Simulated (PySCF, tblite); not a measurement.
C7H7FP2.
Z-matrix (Å and degrees, GFN2-xTB geometry), rows numbered from 1:
```
C 
C   1  1.3294
C   2  1.4566  1  125.85
P   3  1.7518  2  118.04  1    -2.37
C   4  1.7276  3  103.01  2   179.52
C   5  1.3777  4  128.46  3     0.09
F   6  1.3615  5  115.15  4  -179.68
C   6  1.3846  5  129.16  4     0.46
C   8  1.5021  6  118.45  5   179.41
P   8  1.7425  6  124.70  5    -0.49
H   1  1.0784  2  121.71  3     0.31
H   1  1.0759  2  121.60  3  -179.65
H   2  1.0855  1  119.31  3   179.57
H   5  1.0836  4  115.54  3  -179.87
H   9  1.0903  8  110.34  6   -59.61
H   9  1.0899  8  110.44  6    58.92
H   9  1.0881  8  110.61  6   179.67
```

Level of theory: PBE0/pcSseg-1 in PySCF (dipole) on a GFN2-xTB geometry, gas phase.

Masses are those of the commonest isotopes; rigid-rotor values at the optimised geometry. The values belong to one conformer with, in the numbering `[CH2:1]=[CH:2][c:3]1[p:4][cH:5][c:6]([F:7])[c:8]([CH3:9])[p:10]1`, C1–C2–C3–P4 -2°.

(1) What are A, B and C (MHz)?

(2) What kind of rotor is it?

(3) Is it planar, by Δ = Ic − Ia − Ib?

(4) Where do the levels up to J = 2 lie, in K?

(5) Predict some low-J microwave lines.

## Answers

(1) Ia = 269.84, Ib = 691.42, Ic = 958.06 u·Å²; 505379 MHz·u·Å²/I gives A = 1873, B = 730.9, C = 527.5 MHz.

(2) An asymmetric top. Ray's parameter κ = (2B − A − C)/(A − C) = -0.698; −1 is the prolate and +1 the oblate limit.

(3) Not planar: Δ = Ic − Ia − Ib = -3.20 u·Å². For a rigid frame Δ = −2 Σ m c², so Σ m c² = 1.60 u·Å² lies off the ab plane: 1.56 from hydrogen and 0.04 from heavier atoms. The atom farthest from that plane is 0.88 Å away.

(4) Above 0(0,0), as E/k:
J = 1: 1(0,1) 0.060, 1(1,1) 0.115, 1(1,0) 0.125
J = 2: 2(0,2) 0.180, 2(1,2) 0.226, 2(1,1) 0.256, 2(2,1) 0.420, 2(2,0) 0.421
The levels of one J sum to (2J + 1)J(J + 1)(A + B + C)/3.

(5) The dipole components are |μa| = 0.07 D, |μb| = 0.40 D, |μc| = 0.01 D. The squared components, which scale the intensities, stand as 0.03 : 1.00 : 0.00 (a : b : c). Some lines, for components of 0.1 D or more:

| type | branch | J(Ka,Kc) | MHz | lower level (cm⁻¹) |
| --- | --- | --- | --- | --- |
| b | Q | 1(1,0) ← 1(0,1) | 1345 | 0.042 |
| b | R | 2(0,2) ← 1(1,1) | 1350 | 0.080 |
| b | Q | 2(1,1) ← 2(0,2) | 1574 | 0.125 |
| b | R | 1(1,1) ← 0(0,0) | 2400 | 0.000 |
| b | Q | 2(2,0) ← 2(1,1) | 3451 | 0.178 |
| b | R | 2(1,2) ← 1(0,1) | 3455 | 0.042 |
| b | Q | 2(2,1) ← 2(1,2) | 4036 | 0.157 |
| b | R | 2(2,1) ← 1(1,0) | 6146 | 0.087 |
| b | R | 2(2,0) ← 1(1,1) | 6374 | 0.080 |

Its GFN2-xTB frequencies are all real (lowest 40 cm⁻¹). Constants of a rigid frame at the computed geometry: no zero-point averaging, no centrifugal distortion. A rigid rotor knows nothing of internal rotation, which can split or shift real lines.
